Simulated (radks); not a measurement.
Task: The potassium ion K+, [Ar]. All-electron calculation, non-relativistic Kohn-Sham, PBE, spin-polarised, spherical densities, point nucleus. Program: a radial shooting solver on a logarithmic mesh with Libxc functionals. Every spin shell is full or empty, so the densities are truly spherical. Functionals are evaluated on that one density, not self-consistently. Rank these exchange functionals by their error against the exact value of the orbitals, and give that value: LDA, B88, AM05, SOGGA, B86b, EV93, revTPSS, SCAN, r2SCAN, MS2, Tao-Mo, TASK.

Result: Exact: -32.5514 hartree. From best to worst, with 100 (|E| - |E exact|)/|E exact| (equal figures are ties): MS2 +0.01, r2SCAN +0.02, B86b +0.03, B88 -0.04, Tao-Mo -0.24, SCAN +0.30, revTPSS -0.55, EV93 +0.88, TASK -2.91, SOGGA -3.39, AM05 -6.65, LDA -7.52.
